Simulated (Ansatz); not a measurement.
One change: `S[SiH2][SeH]` becomes `N[SiH2][SeH]`.

Ansatz, PBE0-D4/def2-TZVP geometries, multiplicity 1. Each molecule was computed in one conformer, which needn't be the lowest.

Scalar relativity is left out up to krypton.

```json
{"property": "LUMO energy (PBE0/def2-TZVPP) / eV", "`S[SiH2][SeH]`": "-0.31"}
{"property": "HOMO energy (B3LYP/def2-TZVPP) / eV", "`S[SiH2][SeH]`": "-6.94"}
{"property": "LUMO energy (PBE/def2-TZVPP) / eV", "`S[SiH2][SeH]`": "-1.18"}
{"property": "size of the dipole moment (B3LYP/def2-TZVPP) / D", "`S[SiH2][SeH]`": "1.17"}
{"property": "size of the dipole moment (PBE/def2-TZVPP) / D", "`S[SiH2][SeH]`": "1.12"}
{"property": "HOMO energy (PBE/def2-TZVPP) / eV", "`S[SiH2][SeH]`": "-6.03"}
```

What does the change do to each property? (An estimate is asked.)

The calculation gave: 
```tsv
property	`N[SiH2][SeH]`	shift
LUMO energy (PBE0/def2-TZVPP) / eV	0.19	0.50
HOMO energy (B3LYP/def2-TZVPP) / eV	-6.63	0.31
LUMO energy (PBE/def2-TZVPP) / eV	-0.66	0.52
size of the dipole moment (B3LYP/def2-TZVPP) / D	1.94	0.77
size of the dipole moment (PBE/def2-TZVPP) / D	1.97	0.85
HOMO energy (PBE/def2-TZVPP) / eV	-5.71	0.32
```

With PBE0 the HOMO rises by 0.30 eV and the LUMO rises by 0.50 eV, so the gap widens by about 0.20 eV. PBE moves the HOMO by 0.32 eV and ωB97M-V by 0.29 eV. The zero-point energy changes by 43.3 kJ/mol with +3 modes. Dipoles are sizes alone; their direction can turn.

B3LYP here is the variant with VWN-RPA as its local correlation; programs differ in this.

Spin–orbit coupling is left out; it splits and shifts lone-pair levels of the heavy atoms by tenths of an eV.
